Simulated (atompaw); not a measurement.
**Logarithmic derivatives: Ga (Z = 31), PAW (atompaw)**

* Element: Ga (Z = 31)
* Generator: atompaw 4.2.0.5
* Type: PAW
* Functional: LDA (PW92)
* Relativity: scalar-relativistic
* Frozen core: [Ar] 3d10
* Valence charge: 3
* Reference configuration: 4s2 4p1
* Partial waves: 4s (bound): rc 1.80 bohr; 4s channel at 0.85 Ry: rc 1.80 bohr; 4p (bound): rc 1.80 bohr; 4p channel at 1.65 Ry: rc 1.80 bohr; 4d channel at 0.25 Ry: rc 1.80 bohr; 4d channel at 2 Ry: rc 1.80 bohr
* Local potential: bessel scheme, radius 1.60 bohr
* Core correction: smooth core density matched at 0.90 bohr
* Augmentation charge: gaussian compensation charge, radius 1.40 bohr; PAW radius 1.80 bohr; waves and projectors: custom polynom2 7 10 vanderbiltortho

The phase is arctan(r·u′/u) with u = r·R(r), unwrapped; energies in Ry, scanned from -3 to 5 Ry. A pole is an energy at which the radial function vanishes at the test radius. The pseudo phase is shifted by a multiple of π to meet the all-electron one at the reference energy, and phase errors are pseudo minus all-electron; the curves can meet again beyond the range given. Levels narrower than the energy grid can be missing from the lists of poles.

```csv
channel,radius (bohr),reference energy (Ry),"poles, all-electron","poles, pseudo",unbroken range about the reference energy with phases within 0.05 rad,phase error 1 Ry above the reference energy (rad)
s,1.81,-0.67,4.27,4.21,the whole range,-0.000
p,1.81,-0.20,none,none,the whole range,-0.000
d,1.81,0.25,-1.16,-1.03,above -1.0,+0.000
```

Note: ghost states, extra bound levels that the all-electron valence spectrum of the same l lacks: p at -86196.4 eV, d at -17.0 eV. A true bound ghost makes a file unfit for plane-wave use.

Phases in the p channel:

| E (Ry) | all-electron | pseudo |
| --- | --- | --- |
| -3.00 | 1.227 | 1.225 |
| -2.76 | 1.210 | 1.209 |
| -2.52 | 1.192 | 1.191 |
| -2.28 | 1.171 | 1.171 |
| -2.04 | 1.148 | 1.147 |
| -1.80 | 1.120 | 1.120 |
| -1.56 | 1.088 | 1.088 |
| -1.32 | 1.050 | 1.050 |
| -1.08 | 1.005 | 1.005 |
| -0.84 | 0.949 | 0.949 |
| -0.60 | 0.880 | 0.880 |
| -0.36 | 0.792 | 0.792 |
| -0.12 | 0.679 | 0.679 |
| 0.12 | 0.533 | 0.533 |
| 0.36 | 0.346 | 0.346 |
| 0.60 | 0.115 | 0.115 |
| 0.84 | -0.144 | -0.144 |
| 1.08 | -0.402 | -0.402 |
| 1.32 | -0.628 | -0.628 |
| 1.56 | -0.811 | -0.811 |
| 1.80 | -0.954 | -0.954 |
| 2.04 | -1.064 | -1.064 |
| 2.28 | -1.150 | -1.150 |
| 2.52 | -1.218 | -1.218 |
| 2.76 | -1.273 | -1.274 |
| 3.00 | -1.319 | -1.319 |
| 3.24 | -1.357 | -1.357 |
| 3.48 | -1.389 | -1.390 |
| 3.72 | -1.417 | -1.418 |
| 3.96 | -1.442 | -1.442 |
| 4.20 | -1.463 | -1.464 |
| 4.44 | -1.482 | -1.483 |
| 4.68 | -1.500 | -1.501 |
| 4.92 | -1.516 | -1.517 |
